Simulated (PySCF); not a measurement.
C3H8N, SMILES [CH2]C(C)N, multiplicity 2. Atoms are numbered in the order given.

```xyz
12

C     -0.6329     1.3029     0.1630
C     -0.0270    -0.0461     0.3784
C      1.4385    -0.1186    -0.0520
N     -0.7898    -1.0987    -0.3519
H     -0.4040     1.8617    -0.7609
H     -1.4992     1.6349     0.7574
H     -0.0932    -0.3163     1.4559
H      2.0626     0.5844     0.5340
H      1.5429     0.1546    -1.1244
H      1.8296    -1.1470     0.0770
H     -0.8048    -0.8484    -1.3533
H     -1.7769    -1.0628    -0.0583
```
Charge 0, spin multiplicity 2.

The structure is a stationary point at PBE-D3(BJ)/def2-SVP. The isomer is the one that the SMILES or the coordinates give; other isomers of the formula were not compared. One conformer was computed; it need not be the lowest.

Level of theory: PBE-D3(BJ)/def2-SVP in PySCF.

Harmonic, unscaled wavenumbers; measured fundamentals usually lie a few per cent lower.

```json
[
 {"mode": "1", "ν (cm⁻¹)": "202", "IR (km/mol)": "1.9", "moving atoms (share of kinetic energy)": "H 99 %"},
 {"mode": "2", "ν (cm⁻¹)": "253", "IR (km/mol)": "0.1", "moving atoms (share of kinetic energy)": "H 95 %"},
 {"mode": "3", "ν (cm⁻¹)": "297", "IR (km/mol)": "33.1", "moving atoms (share of kinetic energy)": "H 89 %, C 8 %"},
 {"mode": "4", "ν (cm⁻¹)": "330", "IR (km/mol)": "12.1", "moving atoms (share of kinetic energy)": "H 53 %, C 30 %, N 16 %"},
 {"mode": "5", "ν (cm⁻¹)": "381", "IR (km/mol)": "4.1", "moving atoms (share of kinetic energy)": "H 42 %, C 37 %, N 21 %"},
 {"mode": "6", "ν (cm⁻¹)": "443", "IR (km/mol)": "12.2", "moving atoms (share of kinetic energy)": "H 51 %, C 37 %, N 12 %"},
 {"mode": "7", "ν (cm⁻¹)": "556", "IR (km/mol)": "61.6", "moving atoms (share of kinetic energy)": "H 51 %, C 46 %"},
 {"mode": "8", "ν (cm⁻¹)": "817", "IR (km/mol)": "35.1", "moving atoms (share of kinetic energy)": "C 37 %, N 33 %, H 30 %"},
 {"mode": "9", "ν (cm⁻¹)": "861", "IR (km/mol)": "92.0", "moving atoms (share of kinetic energy)": "H 63 %, C 23 %, N 14 %"},
 {"mode": "10", "ν (cm⁻¹)": "882", "IR (km/mol)": "9.5", "moving atoms (share of kinetic energy)": "H 80 %, C 18 %"},
 {"mode": "11", "ν (cm⁻¹)": "931", "IR (km/mol)": "29.7", "moving atoms (share of kinetic energy)": "H 64 %, C 30 %"},
 {"mode": "12", "ν (cm⁻¹)": "1001", "IR (km/mol)": "3.9", "moving atoms (share of kinetic energy)": "H 72 %, C 22 %"},
 {"mode": "13", "ν (cm⁻¹)": "1084", "IR (km/mol)": "9.1", "moving atoms (share of kinetic energy)": "C 54 %, H 38 %, N 8 %"},
 {"mode": "14", "ν (cm⁻¹)": "1129", "IR (km/mol)": "9.7", "moving atoms (share of kinetic energy)": "C 52 %, H 47 %"},
 {"mode": "15", "ν (cm⁻¹)": "1201", "IR (km/mol)": "1.1", "moving atoms (share of kinetic energy)": "H 67 %, C 31 %"},
 {"mode": "16", "ν (cm⁻¹)": "1297", "IR (km/mol)": "5.2", "moving atoms (share of kinetic energy)": "H 76 %, C 22 %"},
 {"mode": "17", "ν (cm⁻¹)": "1319", "IR (km/mol)": "0.7", "moving atoms (share of kinetic energy)": "H 82 %, C 15 %"},
 {"mode": "18", "ν (cm⁻¹)": "1354", "IR (km/mol)": "12.6", "moving atoms (share of kinetic energy)": "H 60 %, C 37 %"},
 {"mode": "19", "ν (cm⁻¹)": "1386", "IR (km/mol)": "3.0", "moving atoms (share of kinetic energy)": "H 83 %, C 17 %"},
 {"mode": "20", "ν (cm⁻¹)": "1409", "IR (km/mol)": "6.4", "moving atoms (share of kinetic energy)": "H 96 %"},
 {"mode": "21", "ν (cm⁻¹)": "1419", "IR (km/mol)": "4.0", "moving atoms (share of kinetic energy)": "H 94 %"},
 {"mode": "22", "ν (cm⁻¹)": "1577", "IR (km/mol)": "16.9", "moving atoms (share of kinetic energy)": "H 92 %"},
 {"mode": "23", "ν (cm⁻¹)": "2963", "IR (km/mol)": "8.0", "moving atoms (share of kinetic energy)": "H 95 %"},
 {"mode": "24", "ν (cm⁻¹)": "2968", "IR (km/mol)": "31.8", "moving atoms (share of kinetic energy)": "H 94 %"},
 {"mode": "25", "ν (cm⁻¹)": "3052", "IR (km/mol)": "23.6", "moving atoms (share of kinetic energy)": "H 91 %, C 9 %"},
 {"mode": "26", "ν (cm⁻¹)": "3057", "IR (km/mol)": "12.1", "moving atoms (share of kinetic energy)": "H 95 %"},
 {"mode": "27", "ν (cm⁻¹)": "3080", "IR (km/mol)": "9.7", "moving atoms (share of kinetic energy)": "H 90 %, C 10 %"},
 {"mode": "28", "ν (cm⁻¹)": "3172", "IR (km/mol)": "12.3", "moving atoms (share of kinetic energy)": "H 89 %, C 11 %"},
 {"mode": "29", "ν (cm⁻¹)": "3368", "IR (km/mol)": "1.1", "moving atoms (share of kinetic energy)": "H 96 %"},
 {"mode": "30", "ν (cm⁻¹)": "3454", "IR (km/mol)": "0.0", "moving atoms (share of kinetic energy)": "H 92 %, N 8 %"}
]
```
